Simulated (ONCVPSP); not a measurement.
**Pr (Z = 59): excitation energies, all-electron against ONCV**

```json
{
  "Element": "Pr",
  "Generator": "ONCVPSP 4.0.1",
  "Type": "optimised norm-conserving Vanderbilt (ONCV)",
  "Functional": "PBEsol",
  "Relativity": "fully relativistic",
  "Frozen core": "[Kr] 4d10 4f2",
  "Valence charge": "11",
  "Reference configuration": "5s2 5p6 5d1 6s2",
  "Partial waves": "5s+6s: rc 2.20 bohr, ncon 4, nbas 7, qcut 4.4 1/bohr, 2 projectors; 5p: rc 2.90 bohr, ncon 3, nbas 7, qcut 4.3 1/bohr, 3 projectors, debl 3.4 Ha; 5d: rc 2.75 bohr, ncon 4, nbas 8, qcut 3.7 1/bohr, 1 projector",
  "Local potential": "polynomial inside 2.15 bohr (lpopt 5, dvloc0 2 Ha)",
  "Core correction": "none"
}
```

Open shells are filled in proportion to 2j + 1.

Energies are relative to the spin-unpolarised reference configuration 5s2 5p6 5d1 6s2; without spin polarisation the order of configurations can differ from experiment.

```json
{"valence configuration": "5s2 5p6 5d1 6s1", "charge": "+1", "ΔE all-electron (eV)": "6.201", "error AE − PS (meV)": "-0.4"}
{"valence configuration": "5s2 5p6 5d1 6s0", "charge": "+2", "ΔE all-electron (eV)": "17.416", "error AE − PS (meV)": "+1.8"}
{"valence configuration": "5s2 5p6 5d1 6s1 6p1", "charge": "0", "ΔE all-electron (eV)": "2.541", "error AE − PS (meV)": "+13"}
```

Problem. What are ΔE and the potential's error for 5s2 5p6 5d0 6s0?

Solution. ΔE = 36.720 eV all-electron; the error (AE − PS) is -27 meV.
